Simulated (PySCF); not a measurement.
BGe2H8N.
SMILES: `B[N]([GeH3])[GeH3]`

Jobs on this species (12 atoms, 84 electrons) with PySCF (density fitting). Hardware of each: one thread, Arm Neoverse N1 (aarch64), on a shared host. The host was shared with other jobs, so the times are rough. Peak memory is the resident size of the whole Python process, interpreter and libraries included.

| level and settings | work | basis functions | SCF cycles | wall time | peak memory |
| --- | --- | --- | --- | --- | --- |
| delta-SCF UKS B3LYP, pcX-2 on the ionised atom, pcseg-1 elsewhere, spin-free X2C | ΔSCF core ionisation, 2 holes | 153 | ? | ? | ? |
| delta-SCF UKS SCAN, pcX-1 on the ionised atom, pcseg-1 elsewhere, spin-free X2C | ΔSCF core ionisation, 2 holes | 132 | 33 | 17 s | 0.41 GiB |
| delta-SCF UKS PBE, pcX-2 on the ionised atom, pcseg-1 elsewhere, spin-free X2C | ΔSCF core ionisation, 2 holes | 153 | 31 | 13 s | 0.47 GiB |
| PBE0-D3(BJ)/def2-SVP, grid level 1 | geometry optimisation from a GFN2-xTB start shaken at random | 132 | 26 | 51 s | 0.52 GiB |
| delta-SCF UKS SCAN, pcX-2 on the ionised atom, pcseg-1 elsewhere, non-relativistic | ΔSCF core ionisation, 2 holes | 153 | 35 | 20 s | 0.48 GiB |
| delta-SCF UKS SCAN, def2-TZVP on the ionised atom, pcseg-1 elsewhere, spin-free X2C | ΔSCF core ionisation, 2 holes | 139 | 34 | 20 s | 0.43 GiB |
| delta-SCF UKS SCAN, pcX-2 on the ionised atom, pcseg-1 elsewhere, spin-free X2C | ΔSCF core ionisation, 2 holes | 153 | 34 | 21 s | 0.47 GiB |
| delta-SCF UKS PBE0, pcX-2 on the ionised atom, pcseg-1 elsewhere, spin-free X2C | ΔSCF core ionisation, 2 holes | 153 | 30 | 30 s | 0.66 GiB |

Problem. Fill in the missing figures.

Solution. 
- delta-SCF UKS B3LYP, pcX-2 on the ionised atom, pcseg-1 elsewhere, spin-free X2C; ΔSCF core ionisation, 2 holes: 30 s, 0.62 GiB, 30 SCF cycles

Problem. What do all jobs in the table cost together?

Solution. About 3.4 min; the longest takes about 25 % of that, and about 3.9 times as long as the shortest.
